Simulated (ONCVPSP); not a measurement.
## Transferability test, ONCV potential for As

ONCVPSP 4.0.1 input, shortened (lines: element, Z, core and valence counts, functional; n l f; lmax; l rc ep ncon nbas qcut; lloc lpopt rc5 dvloc0; l nproj debl; icmod fcfact rcfact), PBE, scalar-relativistic:

```
  As 33.00    5    3        4      upf
    1    0    2.00
    2    0    2.00
    2    1    6.00
    3    0    2.00
    3    1    6.00
    3    2   10.00
    4    0    2.00
    4    1    2.00
    2
    0    1.25    0.00    3    6    4.50
    1    2.00    0.00    4    8    4.40
    2    0.90    0.00    4    9   19.70
    4    5    0.55   -1.00
    0    2    2.70
    1    2    0.50
    2    2    1.20
    1    0.50    0.00
```

In the d channel the program set the typed energies aside and used -1.852, 0.250 Ha.

Energies are relative to the spin-unpolarised reference configuration 3d10 4s2 4p2; without spin polarisation the order of configurations can differ from experiment.

```json
{"valence configuration": "3d10 4s2 4p0", "charge": "+3", "ΔE all-electron (eV)": "45.622", "error AE − PS (meV)": "-19"}
{"valence configuration": "3d10 4s1 4p3", "charge": "+1", "ΔE all-electron (eV)": "10.107", "error AE − PS (meV)": "-2.4"}
```

What are ΔE and the potential's error for 3d10 4s2 4p1?

ΔE = 17.918 eV all-electron; the error (AE − PS) is -4.5 meV.

What are ΔE and the potential's error for 3d10 4s2 4p3?

ΔE = -9.149 eV all-electron; the error (AE − PS) is +0.8 meV.

Levels in the configuration 3d10 4s2 4p0:

| level | all-electron (eV) | pseudo (eV) |
| --- | --- | --- |
| 3d | -74.916 | -74.724 |
| 4s | -44.431 | -44.454 |

Note: ghosts flagged at negative energy: s at -179.6 eV, p at -107.8 eV; no localised positive-energy state flagged. A true bound ghost makes a file unfit for plane-wave use.
